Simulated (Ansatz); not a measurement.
Input file for Ansatz (an electronic-structure program): U-r2SCAN/def2-TZVPP on CHBr (SMILES [CH]Br), 2S+1 = 3, a spin state set in the input, which need not be the lowest.

Ansatz 0.2 input:
```yaml
crystal:
  periodic: [false, false, false]
  atoms:
    - {symbol: C, position_ang: [-1.44608709, 0.39203032, 0.00000000]}
    - {symbol: Br, position_ang: [0.31345316, -0.05912396, 0.00000000]}
    - {symbol: H, position_ang: [-2.29433806, -0.28284327, 0.00000000]}
basis:
  gaussian:
    orbitals: def2-TZVPP
hamiltonian:
  xc: {name: r2SCAN}
magnetization: {spin_polarized: true, initial_magnetization: 2}
```

The log:

```
WARN ansatz: RAYON_NUM_THREADS=1 ignored (pool sized by the plan → 1); use --threads N
Functional definition: r2SCAN
integrals: 0.02 GiB planned
615 factors; their error is unknown
mean field: 0.27 GiB planned
mean field evaluation 1: about -71084.9622 eV, gradient 4.3e1 eV
mean field evaluation 2: about -71059.9289 eV, gradient 7.4e1 eV
mean field evaluation 4: about -71095.1740 eV, gradient 3.3e0 eV
mean field evaluation 8: about -71095.2314 eV, gradient 1.3e-1 eV
mean field evaluation 16: about -71095.2052 eV, gradient 2.3e-4 eV
mean field -71095.20524346 eV, -2612.7006026363 hartree, gradient 5.2e-5 eV, S^2 2.011986; 0 other end points of the search recorded, 0 dependent functions left out
reference -71095.20525256 eV, -2612.7006029705 hartree; 22, 20 occupied and 71, 73 virtual orbitals, 615 factors
Total energy: -71095.20525256 eV, -2612.7006029705 hartree
```

Self-consistency was reached.

Cost: very roughly 2.8 core-seconds.
